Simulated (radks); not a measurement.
Values are calculated unless marked as measured or tabulated.
Ga III, 29 electrons, occupied as [Ar] 3d10 5s1 (not the ground configuration). Code: a radial shooting solver on a logarithmic mesh with Libxc functionals. Model: Dirac Kohn-Sham, PBE, spin-unpolarised, spherical densities, point nucleus.

Spin-orbit splittings of the eigenvalues, e(l+1/2) - e(l-1/2), with zeta = 2 splitting/(2l+1) and mean radii in bohr:

| shell | occ. | splitting (eV) | zeta (eV) | <r> j=l-1/2 | <r> j=l+1/2 |
|---|---|---|---|---|---|
| 2p | 6 | 27.66 | 18.44 | 0.1883 | 0.1918 |
| 3p | 6 | 3.622 | 2.414 | 0.6716 | 0.6823 |
| 3d | 10 | ? | ? | 0.7861 | 0.7914 |
| 4p | 0 | 0.2802 | 0.1868 | 2.381 | 2.412 |

Estimate the 3d splitting.

Answer. 0.4699 eV (zeta = 0.1879 eV).
